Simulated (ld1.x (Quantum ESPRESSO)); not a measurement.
## Pseudopotential generation for Cr (Z = 24): TM, PBE, fully relativistic.

ld1.x (Quantum ESPRESSO) 7.5 was run on this input:

```
&input
   title='Cr', zed=24., rel=2, dft='PBE', iswitch=3,
   config='[Ar] 3d3 4s0 4p0', rel_dist='average',
   nld=5, rlderiv=2.30, eminld=-8.0, emaxld=5.0, deld=0.04
 /
 &inputp
   pseudotype=2, tm=.true., lloc=0,
   nlcc=.false.,
   file_pseudopw='Cr.UPF', file_wfcaegen='ae.wfc', file_wfcncgen='nc.wfc', file_beta='beta', file_chi='chi'
 /
3
3P  2  1   6.00   0.00  1.40  1.40  0.0
3D  3  2   3.00   0.00  2.10  2.10  0.0
4S  1  0   0.00   0.00  2.05  2.05  0.0
 &test
   configts(1)='3p6 3d3 4s0 4p0'
 /
```

Command:

```bash
ld1.x < Cr.in > Cr.out
```

Resulting log (shortened: banner, matrices, multipoles, cross overlaps and the repeated all-electron block are left out):

```
[... start of the log left out ...]
     s(4P/4P) =  1.000000  <r> =   2.7556  <r2> =    8.5742  r(max) =   2.4829

     ------------------------ End of All-electron run ------------------------

     --------------------- Generating NC pseudopotential ---------------------

      Generating local pot.: lloc=0, matching radius rcloc =   2.0500

     Fully relativistic calculation: |psi|^2

     Wfc 3P LC norm =  0.99974528 SC norm =  0.00025468 missing  0.00000004

     Wfc 3P LC norm =  0.99974866 SC norm =  0.00025123 missing  0.00000010

     Wfc 3D LC norm =  0.99983043 SC norm =  0.00016950 missing  0.00000007

     Wfc 3D LC norm =  0.99983117 SC norm =  0.00016777 missing  0.00000106

      Wfc   3P  rcut= 1.415  Using Troullier-Martins method

      Wfc   3P  rcut= 1.415  Using Troullier-Martins method

      Wfc   3D  rcut= 2.111  Using Troullier-Martins method

      Wfc   3D  rcut= 2.111  Using Troullier-Martins method

     ------------------- End of pseudopotential generation -------------------

     Computing logarithmic derivative in   2.28923

 %%%%%%%%%%%%%%%%%%%%%%%%%%%%%%%%%%%%%%%%%%%%%%%%%%%%%%%%%%%%%%%%%%%%%%%%%%%%%%
     Error in routine run_pseudo (1):
     Errors in PS-KS equation
 %%%%%%%%%%%%%%%%%%%%%%%%%%%%%%%%%%%%%%%%%%%%%%%%%%%%%%%%%%%%%%%%%%%%%%%%%%%%%%

     stopping ...
```

The run stopped because the pseudo-atom solver did not find the valence states with the expected number of nodes, which is the usual sign of a ghost state.

The run took about 0.53 s on one core of a shared server CPU.
